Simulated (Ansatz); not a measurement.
Consider the cleavage of the Sn–Al bond: `[SiH3][Al]([Cl])[SnH3]` + `CSS` → `CS[S][SnH3]` + `[SiH3][AlH][Cl]`.

Program: Ansatz. Geometries: PBE0-D4/def2-TZVP. ΔE: electronic, gas phase. CBS: MP2 limit from def2 TZ/QZ plus the TZ coupled-cluster correction, frozen cores. DFT in def2-TZVPP. Elements past krypton have def2 core potentials. For Sn outer-core shells are correlated without core-valence functions, which leaves a few kJ/mol of doubt a bond. Each species was taken in one conformer, which may not be the lowest.

```
                 species  RPA@PBE/def2-TZVPP energy (Eh)
`[SiH3][Al]([Cl])[SnH3]`                     -1208.44571
                   `CSS`                      -836.17395
           `CS[S][SnH3]`                     -1051.15772
       `[SiH3][AlH][Cl]`                      -993.46616
```

Q: Work out ΔE.

A: ΔE = (-1051.15772) + (-993.46616) − (-1208.44571) − (-836.17395) = -0.00422 Eh = -11.1 kJ/mol. CCSD(T)/CBS gives -14.2 kJ/mol.

Largest T1 diagnostic among the species: 0.013.

The D4 term adds −5.7 kJ/mol with B3LYP and −2.8 kJ/mol with PBE0; it sums over pairs of atoms, weighted by their polarisabilities, and B3LYP, whose exchange is more repulsive, gets the larger term. From BLYP to BHLYP (50 % exact exchange), in def2-TZVPP and without D4, ΔE moves by −4.1 kJ/mol.

B3LYP here is the variant with VWN-RPA as its local correlation; programs differ in this.
